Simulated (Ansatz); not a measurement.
Ansatz results at the PBE0-D4/def2-TZVP geometry: HOMO–LUMO gap (PBE0/def2-TZVPP) 6.09 eV; HOMO energy (PBE0/def2-TZVPP) -7.68 eV; LUMO energy (PBE/def2-TZVPP) -2.60 eV.

Each molecule was computed in one conformer, which needn't be the lowest.

Problem. Which molecule gave them?
A. `NC1(O)SS1`
B. `BB(N)C[SiH3]`
C. `BCOC(F)=[Se]`
D. `NBC1C=C1`

Solution. B. The others give `BCOC(F)=[Se]`: 4.60, -6.69, -3.12; `NBC1C=C1`: 6.72, -6.81, -1.10; `NC1(O)SS1`: 4.34, -6.06, -2.62.
